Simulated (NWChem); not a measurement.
Molecule: Si₂N₂H₈; SMILES N[SiH2][SiH2]N

```xyz
12

Si    -0.5337    -1.1847    -0.2083
N      1.0512    -1.6278     0.3372
Si    -0.5696     1.1224     0.2209
N      1.0155     1.6750    -0.2786
H     -1.5921    -1.9346     0.5404
H     -0.8157    -1.4404    -1.6674
H      1.7623    -0.9046     0.2817
H      1.4398    -2.5524     0.1928
H     -1.7410     1.8072    -0.4301
H     -0.6671     1.4040     1.6868
H      1.2553     1.5897    -1.2620
H      1.3381     2.5727     0.0703
```
Atoms are numbered in this order, from 1.

All runs: NWChem. Medium grid unless said otherwise, to which SCAN and Minnesota functionals are sensitive. Coordinates come from a PBE0/def2-SVP optimisation. Hybrids' shares of exact exchange are those that their runs print; pure functionals count as 0. The functionals differ in more than this share.

```csv
row,share of exact exchange,orbital gap (eV)
PBE/def2-SVP,0.00,4.92
"LDA (Slater exchange, VWN5)/def2-SVP",0.00,4.81
TPSSh/def2-SVP,0.10,6.16
B3LYP/def2-SVP,0.20,6.77
M06/def2-SVP,0.27,withheld
BHandHLYP/def2-SVP,0.50,9.44
```

Task: Fit a straight line of the last column on the one before it, predict the withheld value, and compare with the run.

Result: 
1. Means of the 5 shown rows: x = 0.160, y = 6.420. Slope Σ(x − x̄)(y − ȳ)/Σ(x − x̄)² = 1.554/0.1720 = 9.035; intercept 4.974.
2. The shown rows scatter about the line by 0.150 (root mean square); the largest residual is +0.28, at TPSSh/def2-SVP.
3. At x = 0.27 (M06/def2-SVP; inside the shown range) the line gives 7.41.
4. The run gives 7.26, -0.15 from the line, 1.0 times the scatter.
